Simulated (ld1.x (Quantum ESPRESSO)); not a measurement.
**What one change does to a pseudopotential (I, TM)**

I (Z = 53), norm-conserving Troullier–Martins (Kleinman–Bylander form), made with ld1.x (Quantum ESPRESSO) 7.5 (PBE, scalar-relativistic). Core [Kr], reference 4d10 5s2 5p5. Waves: 5p (bound): rc 1.85 bohr; 4d (bound): rc 1.25 bohr; 5s (bound): rc 1.30 bohr. Local part: the s channel. Core correction: none.

Change: local potential all-electron potential smoothed inside 1.75 bohr (lloc = -2).

Cutoffs: the cutoffs (Ry, on a coarse ladder) from which the occupation-weighted sum of valence levels, in a spherical-Bessel basis at the reference potential, stays within 10 and 1 mRy of its value at 400 Ry; they do not see the model core or the augmentation charge, which bear on the density cutoff. Errors are all-electron minus pseudo energies relative to the spin-unpolarised reference configuration.

Q: Predict the effect on cutoff, ghosts and configuration errors.

A: The potential gets neither clearly harder nor softer (140 Ry and 230 Ry → 140 Ry and 230 Ry); the bound ghost in p disappears; of the 7 tests that both files solve, the error grows in 3 and shrinks in 3 by more than 15 % and 0.3 meV (median size 2.4 → 9.7 meV); the range in which the p phases agree narrows (upper end at the end of the scan → 2.7). In the separable form a ghost depends on how the local part lies against the semilocal potential of the channel, so the choice of the local part can create or remove one.

| quantity | base | changed |
| --- | --- | --- |
| cutoff, loose | 140 Ry | 140 Ry |
| cutoff, tight | 230 Ry | 230 Ry |
| loose cutoff by channel (10 mRy a level) | p 15 Ry, d 100 Ry, s 50 Ry | s 50 Ry, p 12 Ry, d 100 Ry |
| bound ghosts | p | none |
| error for 4d10 5s2 5p4, meV [ΔE 11.13 eV] | -2.0 | +1.0 |
| error for 4d10 5s2 5p3, meV [ΔE 30.98 eV] | +0.6 | +13 |
| error for 4d10 5s2 5p2, meV [ΔE 60.31 eV] | +20 | +43 |
| error for 4d10 5s1 5p5, meV [ΔE 22.11 eV] | -2.4 | +9.7 |
| error for 4d10 5s2 5p4.5, meV [ΔE 4.53 eV] | -1.0 | -0.4 |
| error for 4d9 5s2 5p6, meV [ΔE 45.86 eV] | -103 | -112 |
| error for 4d10 5s1 5p6, meV [ΔE 10.41 eV] | -6.2 | -3.8 |
| s: phases at 2.01 bohr within 0.05 rad from the reference energy up to (Ry; the scan ends near 5) | 0.1 | 0.5 |
| p: phases at 2.01 bohr within 0.05 rad from the reference energy up to (Ry; the scan ends near 5) | to the end of the scan | 2.7 |
| d: phases at 2.01 bohr within 0.05 rad from the reference energy up to (Ry; the scan ends near 5) | 0.1 | 0.3 |

 A true bound ghost makes a file unfit for plane-wave use even where its test errors are small: the radial tests pick states by their node count and pass the ghost by.
